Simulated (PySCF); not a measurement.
H$_{3}$O$_{4}$Si (SMILES [O][Si](O)(O)O), doublet, geometry from GFN2-xTB; PySCF with CAMB3LYP/STO-3G.

The PySCF input:
```python
from pyscf import gto, scf, dft

mol = gto.M(
    atom='''
O    -1.00135158    0.75702035    1.02048211
Si   -0.08129137    0.05355563   -0.05845249
O    -0.77421961   -1.10000715   -0.94590338
O     0.86686395    0.91564483   -1.04385610
O     0.88284594   -0.58032016    1.15669842
H    -0.47389586   -1.24570102   -1.83875337
H     1.36877708    1.64234506   -0.68556789
H     0.45008814   -1.08512578    1.84328787
''',
    basis='sto-3g',
    spin=1,
    verbose=4,
)

mf = dft.UKS(mol)
mf.xc = 'camb3lyp'
mf.kernel()
```

Output, abridged:

```
PySCF version 2.14.0

[INPUT] verbose = 4
[INPUT] num. atoms = 8
[INPUT] num. electrons = 49
[INPUT] charge = 0
[INPUT] spin (= nelec alpha-beta = 2S) = 1
[INPUT] symmetry False subgroup None
[INPUT] Mole.unit = angstrom
[INPUT] Symbol           X                Y                Z      unit          X                Y                Z       unit  Magmom
[INPUT]  1 O     -1.001351580000   0.757020350000   1.020482110000 AA   -1.892280240601   1.430561132222   1.928431702918 Bohr   0.0
[INPUT]  2 Si    -0.081291370000   0.053555630000  -0.058452490000 AA   -0.153618425591   0.101205473129  -0.110459197399 Bohr   0.0
[INPUT]  3 O     -0.774219610000  -1.100007150000  -0.945903380000 AA   -1.463063023168  -2.078712248563  -1.787498328500 Bohr   0.0
[INPUT]  4 O      0.866863950000   0.915644830000  -1.043856100000 AA    1.638135452759   1.730317956074  -1.972602142457 Bohr   0.0
[INPUT]  5 O      0.882845940000  -0.580320160000   1.156698420000 AA    1.668337036784  -1.096646166964   2.185843222517 Bohr   0.0
[INPUT]  6 H     -0.473895860000  -1.245701020000  -1.838753370000 AA   -0.895533386965  -2.354033760891  -3.474740279921 Bohr   0.0
[INPUT]  7 H      1.368777080000   1.642345060000  -0.685567890000 AA    2.586613806782   3.103582365432  -1.295535551896 Bohr   0.0
[INPUT]  8 H      0.450088140000  -1.085125780000   1.843287870000 AA    0.850543316515  -2.050590534905   3.483309243033 Bohr   0.0

nuclear repulsion = 259.652861989384
number of shells = 20
number of NR pGTOs = 96
number of NR cGTOs = 32
basis = sto-3g
ecp = {}

******** <class 'pyscf.dft.uks.UKS'> ********
method = UKS
initial guess = minao
damping factor = 0
level_shift factor = 0
DIIS = <class 'pyscf.scf.diis.CDIIS'>
diis_start_cycle = 1
diis_space = 8
diis_damp = 0
SCF conv_tol = 1e-09
SCF conv_tol_grad = None
SCF max_cycles = 50
direct_scf = True
direct_scf_tol = 1e-13
number electrons alpha = 25  beta = 24
XC library pyscf.dft.libxc version 7.1.2
    S. Lehtola, C. Steigemann, M. J. T. Oliveira, and M. A. L. Marques,  SoftwareX 7, 1–5 (2018)
XC functionals = camb3lyp
    T. Yanai, D. P. Tew, and N. C. Handy,  Chem. Phys. Lett. 393, 51 (2004)
radial grids:
    Treutler-Ahlrichs [JCP 102, 346 (1995); DOI:10.1063/1.469408] (M4) radial grids

becke partition: Becke, JCP 88, 2547 (1988); DOI:10.1063/1.454033
pruning grids: <function nwchem_prune>
grids dens level: 3
symmetrized grids: False
atomic radii adjust function: <function treutler_atomic_radii_adjust>
small_rho_cutoff = 0
Set gradient conv threshold to 3.16228e-05
tot grids = 104936
init E= -585.136644617384

cycle= 1 E= -584.187374176386  delta_E= 0.949  |g|= 0.552  |ddm|= 2.62
cycle= 2 E= -584.363982943616  delta_E= -0.177  |g|= 0.313  |ddm|= 1.32
cycle= 3 E= -584.424660615052  delta_E= -0.0607  |g|= 0.0605  |ddm|= 0.505
cycle= 4 E= -584.427984094803  delta_E= -0.00332  |g|= 0.0338  |ddm|= 0.138
cycle= 5 E= -584.429152028059  delta_E= -0.00117  |g|= 0.00928  |ddm|= 0.0688
cycle= 6 E= -584.42944872724  delta_E= -0.000297  |g|= 0.00513  |ddm|= 0.0448
cycle= 7 E= -584.429536804371  delta_E= -8.81e-05  |g|= 0.00204  |ddm|= 0.0269
cycle= 8 E= -584.429560797636  delta_E= -2.4e-05  |g|= 0.000899  |ddm|= 0.0158
cycle= 9 E= -584.429567119276  delta_E= -6.32e-06  |g|= 0.00032  |ddm|= 0.00876
cycle= 10 E= -584.429567934511  delta_E= -8.15e-07  |g|= 0.000122  |ddm|= 0.00327
cycle= 11 E= -584.429568049195  delta_E= -1.15e-07  |g|= 8.48e-05  |ddm|= 0.00102
cycle= 12 E= -584.429568089081  delta_E= -3.99e-08  |g|= 7.2e-05  |ddm|= 0.000409
cycle= 13 E= -584.429568148762  delta_E= -5.97e-08  |g|= 6.42e-05  |ddm|= 0.000667
cycle= 14 E= -584.429568233636  delta_E= -8.49e-08  |g|= 4.77e-05  |ddm|= 0.00117
cycle= 15 E= -584.429568325849  delta_E= -9.22e-08  |g|= 1.61e-05  |ddm|= 0.00232
cycle= 16 E= -584.429568334074  delta_E= -8.22e-09  |g|= 5.66e-06  |ddm|= 0.000793
cycle= 17 E= -584.42956833431  delta_E= -2.35e-10  |g|= 1.98e-06  |ddm|= 0.000113
Extra cycle  E= -584.429568334318  delta_E= -8.19e-12  |g|= 1.24e-06  |ddm|= 6.93e-06
converged SCF energy = -584.429568334318  <S^2> = 0.75333503  2S+1 = 2.0033323
```
